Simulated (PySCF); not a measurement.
Compound: C6H8N (doublet state).
Cartesian coordinates in Å at the GFN2-xTB level; atoms count from 1:
```
atom  x, y, z in Å
C1     2.1455   -0.7376   -0.1498
C2     1.0686    0.0398    0.0707
C3     0.7604    1.0913    0.9634
C4    -0.5672    1.2308    0.4577
N5    -1.5234    1.9972    0.7802
C6    -0.3200    0.0964   -0.5593
C7    -1.1834   -1.1444   -0.3955
H8     2.1402   -1.5002   -0.9090
H9     3.0460   -0.6201    0.4282
H10    1.3177    1.6099    1.7202
H11   -2.3718    1.8743    0.2318
H12   -0.3196    0.4325   -1.5994
H13   -1.1755   -1.4742    0.6419
H14   -0.8102   -1.9542   -1.0194
H15   -2.2117   -0.9335   -0.6836
```

As a line formula: `[H]/N=C1/[CH]C(=C)[C@H]1C` [radical].

Level of theory: UKS B3LYP, pcH-1 on C H N, non-relativistic, mean-field spin-orbit, GIAO (PySCF). Isolated species at its GFN2-xTB geometry, gas phase. A GFN2-xTB geometry isn't a minimum of the functional, and hyperfine couplings can be far from their values at a DFT geometry. No stability test was run, so a lower SCF solution isn't excluded. ⟨S²⟩ is 0.783 where a pure state has 0.75.

Break the g tensor into its mass correction, gauge correction and orbital-Zeeman/spin–orbit terms.

```json
{"Δg (ppm)": "relativistic mass correction", "1": "-158", "2": "-158", "3": "-158"}
{"Δg (ppm)": "gauge correction", "1": "-4", "2": "38", "3": "34"}
{"Δg (ppm)": "orbital Zeeman/spin–orbit", "1": "10", "2": "742", "3": "2207"}
{"Δg (ppm)": "total", "1": "-152", "2": "622", "3": "2082"}
```

So g = 2.00217, 2.00294, 2.00440 and g_iso = 2.00317; the tensor is rhombic: the two nearest values differ by 35 % of g3 − g1. Axes: g2 points within 6° of the C1–H8 bond and g3 points within 7° of the C3–C4 bond.

How much does each term add to the isotropic shift?

The orbital-Zeeman/spin–orbit term 986, the mass correction -158 and the gauge correction 22 ppm, for a total of 850 ppm. The orbital-Zeeman/spin–orbit term is the largest in size. The mass correction is the same along every axis, so the anisotropy comes from the other two: their spans along these axes are 42 (gauge) and 2197 ppm (orbital Zeeman/spin–orbit).

What effective moment and Curie constant follow for a powder?

With the mean of g² = 4.0127 and S(S+1) = 0.75: μ_eff = √(⟨g²⟩S(S+1)) = 1.735 μB and χT = 0.12505·⟨g²⟩·S(S+1) = 0.376 cm³ K/mol (cgs; spin-Hamiltonian part alone).

In a frozen sample, at which fields do the three g values resonate at 9.5, 34, 94 and 263 GHz (hyperfine left aside), and which band first spreads them over more than twice a line width of 0.5 mT?

| band | GHz | B(g3) mT | B(g2) mT | B(g1) mT | spread mT |
| --- | --- | --- | --- | --- | --- |
| X | 9.5 | 338.63 | 338.88 | 339.01 | 0.38 |
| Q | 34.0 | 1211.94 | 1212.83 | 1213.30 | 1.35 |
| W | 94.0 | 3350.67 | 3353.11 | 3354.41 | 3.74 |
| J | 263.0 | 9374.74 | 9381.58 | 9385.21 | 10.46 |

The spread grows in proportion to the frequency. Q band is the first where it exceeds 1.0 mT.

Largest spin populations (Mulliken): C3 (+0.59), C1 (+0.56), N5 (+0.31) and C2 (-0.24). Three atoms exceed +0.15. The positive populations add up to 1.48 and the negative ones to -0.48, together 2S = 1. The angles at C3 add up to 360.0°, so it is planar.

The HOMO–LUMO gaps are 6.08 eV among the α and 3.61 eV among the β orbitals.
